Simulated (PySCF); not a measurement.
System: CH$_{2}$BF$_{2}$ (charge 0, doublet). It need not be the lowest isomer of its formula. 
Geometry from a B3LYP-D3(BJ)/def2-TZVP (Ansatz) optimisation:
```xyz
6

B      0.6568     0.5226     0.1411
F      1.1691     1.2505    -0.8210
C     -0.5553    -0.4371    -0.1354
F     -0.9768    -1.1361     0.9918
H     -0.2794    -1.1643    -0.9103
H     -1.4041     0.1437    -0.5197
```
Charge 0, spin multiplicity 2.

Dispersion corrections to the total energy (kcal/mol) from the dftd3 and dftd4 libraries through PySCF: D3(BJ) without and D4 with the three-body term, each with the damping fitted for the functional named.

```tsv
functional	D3(BJ)	D4
B3LYP	-2.90	?
PBE	?	-1.63
r2SCAN	-0.42	?
BLYP	-3.58	-3.76
B2GP-PLYP	-0.97	-0.66
TPSS	-2.07	-2.21
B2PLYP	-1.29	-1.12
```

Q: Some entries are withheld; supply them.

A: 
- B3LYP, D4: -2.62
- PBE, D3(BJ): -1.68
- r2SCAN, D4: -0.38
